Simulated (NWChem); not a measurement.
System: MgHSeCl; SMILES [Mg]([Cl])[SeH]

```xyz
4

Mg     0.0070    -0.7388     0.0000
Cl     0.0150    -2.9407     0.0000
Se     0.0324     1.6814     0.0000
H     -1.4414     1.6907     0.0000
```
Atoms are numbered in this order, from 1.

Results from NWChem. Medium grid unless said otherwise, to which SCAN and Minnesota functionals are sensitive. Geometry: optimised at PBE0/def2-SVP. Total energies of different functionals are on different scales.

```tsv
level	energy (Ha)	highest occupied level (eV)	orbital gap (eV)	dipole (D)
B3LYP/def2-SVP	-3062.1185	-6.74	4.91	0.98
PBE/def2-SVP	-3061.3695	-5.90	3.62	1.03
CAM-B3LYP/def2-SVP	-3062.1825	[?]	[?]	0.94
LC-BLYP (range parameter 0.33 per bohr)/def2-SVP	-3061.3006	-9.20	9.09	0.91
HCTH/407/def2-SVP	-3063.4293	-5.96	3.59	1.07
LDA (Slater exchange, PW92)/def2-SVP	-3056.1747	-6.01	3.53	1.04
B3PW91/def2-SVP	-3061.9965	-6.86	5.16	1.01
M06/def2-SVP	-3061.9355	-6.98	5.23	0.97
```

Problem. What belongs in the gaps?

Solution. 
- CAM-B3LYP/def2-SVP, highest occupied level (eV): -8.24
- CAM-B3LYP/def2-SVP, orbital gap (eV): 7.43
